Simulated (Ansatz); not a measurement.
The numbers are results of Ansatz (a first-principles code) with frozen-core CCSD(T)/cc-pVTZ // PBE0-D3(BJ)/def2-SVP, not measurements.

Ansatz 0.2 input:
```yaml
crystal:
  periodic: [false, false, false]
  atoms:
    - { symbol: B, position_ang: [-0.997431, 1.661128, -0.364445] }
    - { symbol: C, position_ang: [-0.140325, 0.433141, -0.093054] }
    - { symbol: C, position_ang: [1.300549, 0.384629, -0.058832] }
    - { symbol: C, position_ang: [1.826067, -0.839331, 0.206204] }
    - { symbol: S, position_ang: [0.573603, -2.024385, 0.433487] }
    - { symbol: C, position_ang: [-0.656464, -0.834256, 0.163699] }
    - { symbol: O, position_ang: [-1.949668, -1.143259, 0.206742] }
    - { symbol: H, position_ang: [-2.202894, 1.588972, -0.369368] }
    - { symbol: H, position_ang: [-0.46244, 2.7259, -0.578475] }
    - { symbol: H, position_ang: [1.917845, 1.267517, -0.233333] }
    - { symbol: H, position_ang: [2.868826, -1.141681, 0.286878] }
    - { symbol: H, position_ang: [-2.077668, -2.078372, 0.400497] }
basis:
  gaussian: { orbitals: cc-pVTZ }
correlation:
  method: ccsd_t
```

Output:

```
Functional definition: HF
1660 factors; integrals over basis functions are off by at most 1.2e-3 eV
mean field evaluation 1: about -17723.4559 eV, gradient 4.3e1 eV
mean field evaluation 2: about -17723.9370 eV, gradient 4.3e1 eV
mean field evaluation 4: about -17728.8953 eV, gradient 5.4e0 eV
mean field evaluation 8: about -17729.0224 eV, gradient 4.8e-1 eV
mean field evaluation 16: about -17729.0249 eV, gradient 1.9e-6 eV
mean field -17729.02487274 eV, -651.5296469085 hartree, gradient 1.9e-6 eV, S^2 0.000000; 0 other end points of the search recorded, 0 dependent functions left out
11 core orbitals not correlated
reference -17729.02487274 eV, -651.5296469085 hartree; 18, 18 occupied and 255, 255 virtual orbitals, 1660 factors
second order -31.02158033 eV of doubles, -0.00000000 eV of singles
cycle   1  -30.81223824 eV  change    2.1e-1 eV  update   1.4e-1
cycle   2  -31.66761005 eV  change   -8.6e-1 eV  update   4.3e-2
cycle   3  -31.85967161 eV  change   -1.9e-1 eV  update   2.1e-2
cycle   4  -31.84211384 eV  change    1.8e-2 eV  update   5.8e-3
cycle   5  -31.83921706 eV  change    2.9e-3 eV  update   3.1e-3
cycle   6  -31.84058318 eV  change   -1.4e-3 eV  update   1.1e-3
cycle   7  -31.83986518 eV  change    7.2e-4 eV  update   4.6e-4
cycle   8  -31.83966059 eV  change    2.0e-4 eV  update   1.8e-4
cycle   9  -31.83974106 eV  change   -8.0e-5 eV  update   6.8e-5
cycle  10  -31.83973872 eV  change    2.3e-6 eV  update   2.7e-5
perturbative correction -1.66002646 eV, -0.0610048471 hartree
Total energy: -17762.52463792 eV, -652.7607405718 hartree
```

Cost: very roughly 29 core-minutes.
